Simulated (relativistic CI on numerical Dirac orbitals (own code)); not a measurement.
Method of calculation: Dirac-Coulomb-Breit CI, KLI orbitals optimised for each configuration, QED by a radiative potential, unscaled Slater integrals (own radial code, finite nucleus).

The strongest absorption lines from the ground level of an ion, among the configurations computed and to levels below about 878 eV (vacuum wavelength in nm, gf): 1.4250 (0.05), 1.4271 (0.027), 1.6379 (0.1), 1.6427 (0.057), 2.2780 (0.34), 2.2970 (0.19), 18.933 (0.43), 22.872 (0.18).

**Question.** Which ion is it?
A. Br XXV
B. Rb XXVII
C. As XXIII
D. Br XXIII

**Answer.** A. Br XXV has 11 electrons and the ground level 3s ²S1/2; the strongest line goes to 3p ²P°3/2. The pattern of lines fixes the number of electrons, and along that sequence the line energies rise steadily with the charge (about as its square where n changes within one kind of shell, about linearly where n is kept but much faster in heavy ions where fine structure, which grows about as Z⁴, sets the gap, and irregularly where shells cross), which fixes Z. Configurations outside the model, such as inner-shell arrays, can give stronger lines. At this charge energies of transitions that change n are usually good to better than 1 %, and those within a shell (Δn = 0) to a few per cent.
